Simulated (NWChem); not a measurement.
System: Si₄H₉, doublet; SMILES [SiH2][SiH]([SiH3])[SiH3]

NWChem input:

```
start job
memory heap 200 mb stack 900 mb global 1100 mb
geometry units angstroms noautosym nocenter noautoz
  Si    -1.569759     1.620912     0.175744
  Si    -0.033542     0.062946    -0.639281
  Si    -0.553744    -2.075563     0.209154
  Si     2.121681     0.675276     0.080057
  H     -2.995289     1.374063    -0.252073
  H     -1.508629     1.751131     1.677496
  H     -0.093456     0.044020    -2.146737
  H      0.421059    -3.113143    -0.286706
  H     -1.945120    -2.480305    -0.197644
  H     -0.480906    -2.023983     1.711900
  H      3.138197    -0.337968    -0.375019
  H      2.504230     2.028421    -0.456249
  H      2.133014     0.727550     1.584794
end
basis spherical
  Si library def2-svp
  H library def2-svp
end
dft
  odft
  mult 2
  xc xpbe96 cpbe96
  iterations 150
end
cosmo
  do_cosmo_smd true
  solvent ether
end
task dft energy
```

Excerpt of the output:

```
             Northwest Computational Chemistry Package (NWChem) 7.3.0
             --------------------------------------------------------

                             Geometry "geometry" -> ""
                             -------------------------

 Output coordinates in angstroms (scale by  1.889725989 to convert to a.u.)

  No.       Tag          Charge          X              Y              Z
 ---- ---------------- ---------- -------------- -------------- --------------
    1 Si                  14.0000    -1.56975900     1.62091200     0.17574400
    2 Si                  14.0000    -0.03354200     0.06294600    -0.63928100
    3 Si                  14.0000    -0.55374400    -2.07556300     0.20915400
    4 Si                  14.0000     2.12168100     0.67527600     0.08005700
    5 H                    1.0000    -2.99528900     1.37406300    -0.25207300
    6 H                    1.0000    -1.50862900     1.75113100     1.67749600
    7 H                    1.0000    -0.09345600     0.04402000    -2.14673700
    8 H                    1.0000     0.42105900    -3.11314300    -0.28670600
    9 H                    1.0000    -1.94512000    -2.48030500    -0.19764400
   10 H                    1.0000    -0.48090600    -2.02398300     1.71190000
   11 H                    1.0000     3.13819700    -0.33796800    -0.37501900
   12 H                    1.0000     2.50423000     2.02842100    -0.45624900
   13 H                    1.0000     2.13301400     0.72755000     1.58479400

 Effective nuclear repulsion energy (a.u.)     315.1730421920

  pbe96 is a nonlocal functional; adding pw91lda local functional.

                                 NWChem DFT Module
                                 -----------------

 Summary of "ao basis" -> "ao basis" (spherical)
 ------------------------------------------------------------------------------
       Tag                 Description            Shells   Functions and Types
 ---------------- ------------------------------  ------  ---------------------
 Si                         def2-svp                 8       18   4s3p1d
 H                          def2-svp                 3        5   2s1p

 in cosmo_initialize ...
 calling solv_data for solv:ether

 solvent parameters
 solvname_short: ether
 solvname_long:  diethyl ether
 dielec:        4.2400
 dielecinf:     1.8295
 nonaqueous SMD model solvent descriptors
 dielec:        4.2400
 sola:          0.0000
 solb:          0.4100
 solc:          0.0000
 solg:         23.9600
 solh:          0.0000
 soln:          1.3526

          ---------------
          -cosmo- solvent
          ---------------
 Cosmo: York-Karplus, doi: 10.1021/jp992097l
 dielectric constant -eps-     =   4.24
 screen = (eps-1)/(eps    )    =   0.76415
 surface charge correction     = lagrangian

   van der Waals surface
 --------------------------

[...]

                                COSMO-SMD solvation results
                                ---------------------------

             internal energy in gas <Psi(g)|H|Psi(g)> =     -1162.335246015328
         internal energy in solvent <Psi(s)|H|Psi(s)> =     -1162.335230127582
                               delta internal energy  =         0.000015887747 (    0.01 kcal/mol)
   total free energy in solvent <Psi(s)|H+V/2|Psi(s)> =     -1162.335688280919
 polarization energy contribution <Psi(s)|V/2|Psi(s)> =        -0.000458153338 (   -0.29 kcal/mol)
    total free energy in solvent including G(SMD-CDS) =     -1162.337170716459
                       G(SMD-CDS) energy contribution =        -0.001482435540 (   -0.93 kcal/mol)
     1 M fixed-concentration free energy of solvation =        -0.001924701131 (   -1.21 kcal/mol)

                    DFT Final Alpha Molecular Orbital Analysis
                    ------------------------------------------

 Vector   31  Occ=1.000000D+00  E=-2.707802D-01
              MO Center= -4.3D-01,  1.4D-01, -1.2D-01, r^2= 5.6D+00
   Bfn.  Coefficient  Atom+Function         Bfn.  Coefficient  Atom+Function
  ----- ------------  ---------------      ----- ------------  ---------------
    27      0.257113   2 Si py               30      0.249069   2 Si py
    45     -0.197863   3 Si py                8      0.189010   1 Si px
    11      0.172809   1 Si px               48     -0.163911   3 Si py
    10     -0.146083   1 Si pz                3      0.142500   1 Si s
    24     -0.140649   2 Si py               78     -0.132096   6 H  s

 Vector   32  Occ=1.000000D+00  E=-2.589414D-01
              MO Center=  4.1D-01,  2.1D-01, -2.3D-01, r^2= 5.2D+00
   Bfn.  Coefficient  Atom+Function         Bfn.  Coefficient  Atom+Function
  ----- ------------  ---------------      ----- ------------  ---------------
    26      0.285711   2 Si px               29      0.276388   2 Si px
    62     -0.248448   4 Si px               65     -0.220462   4 Si px
    23     -0.155145   2 Si px               59      0.135827   4 Si px
    93      0.133264   9 H  s                73      0.119259   5 H  s
   103     -0.111609  11 H  s               108     -0.110306  12 H  s

 Vector   33  Occ=1.000000D+00  E=-1.886541D-01
              MO Center= -1.3D+00,  1.4D+00,  2.3D-02, r^2= 4.1D+00
   Bfn.  Coefficient  Atom+Function         Bfn.  Coefficient  Atom+Function
  ----- ------------  ---------------      ----- ------------  ---------------
    12      0.499777   1 Si py                9      0.351845   1 Si py
     4      0.241504   1 Si s                 3      0.205608   1 Si s
    13     -0.196943   1 Si pz                6     -0.186520   1 Si py
    11      0.132404   1 Si px               10     -0.131599   1 Si pz
    48      0.122519   3 Si py               45      0.118189   3 Si py

 Vector   34  Occ=0.000000D+00  E=-3.605811D-02
              MO Center=  2.9D-02,  5.9D-01, -2.5D-01, r^2= 6.2D+00
   Bfn.  Coefficient  Atom+Function         Bfn.  Coefficient  Atom+Function
  ----- ------------  ---------------      ----- ------------  ---------------
    31      0.575466   2 Si pz               74      0.566648   5 H  s
   104      0.486829  11 H  s                84      0.442268   7 H  s
     4     -0.434930   1 Si s                13      0.421987   1 Si pz
    67      0.401853   4 Si pz               66      0.393839   4 Si py
    12      0.372891   1 Si py               22      0.321785   2 Si s

 Vector   35  Occ=0.000000D+00  E=-3.273397D-02
              MO Center=  4.1D-01, -2.9D-01, -1.4D-01, r^2= 6.5D+00
   Bfn.  Coefficient  Atom+Function         Bfn.  Coefficient  Atom+Function
  ----- ------------  ---------------      ----- ------------  ---------------
   109      0.596751  12 H  s                94      0.572198   9 H  s
    66     -0.523386   4 Si py               47      0.433075   3 Si px
    49      0.375827   3 Si pz               31      0.332095   2 Si pz
    84      0.294699   7 H  s                30     -0.292834   2 Si py
    67      0.286508   4 Si pz              104     -0.280476  11 H  s

 Vector   36  Occ=0.000000D+00  E=-1.537807D-02
              MO Center= -6.7D-01,  1.2D-01, -2.1D-02, r^2= 7.2D+00
   Bfn.  Coefficient  Atom+Function         Bfn.  Coefficient  Atom+Function
  ----- ------------  ---------------      ----- ------------  ---------------
    22      1.057186   2 Si s                11     -0.797600   1 Si px
    29     -0.604652   2 Si px               12      0.561886   1 Si py
    49      0.462789   3 Si pz               74     -0.451520   5 H  s
    47     -0.431100   3 Si px               40     -0.425693   3 Si s
    31      0.401987   2 Si pz               89      0.395358   8 H  s

                     DFT Final Beta Molecular Orbital Analysis
                     -----------------------------------------

 Vector   30  Occ=1.000000D+00  E=-2.865833D-01
              MO Center= -5.1D-03,  3.2D-02, -2.9D-01, r^2= 5.5D+00
   Bfn.  Coefficient  Atom+Function         Bfn.  Coefficient  Atom+Function
  ----- ------------  ---------------      ----- ------------  ---------------
    83      0.318070   7 H  s                28     -0.244215   2 Si pz
    31     -0.228129   2 Si pz               84      0.179795   7 H  s
    98      0.172795  10 H  s               113      0.167263  13 H  s
    78      0.157426   6 H  s                25      0.137399   2 Si pz
    46      0.119705   3 Si pz               64      0.112160   4 Si pz

[...]
```

Level: PBE/def2-SVP, spin-unrestricted, SMD on the gas-phase geometry. All runs use the structure optimised with PBE-D3(BJ)/def2-SVP, spin-unrestricted. No stability test was run on the SCF state. Solvent: diethyl ether.
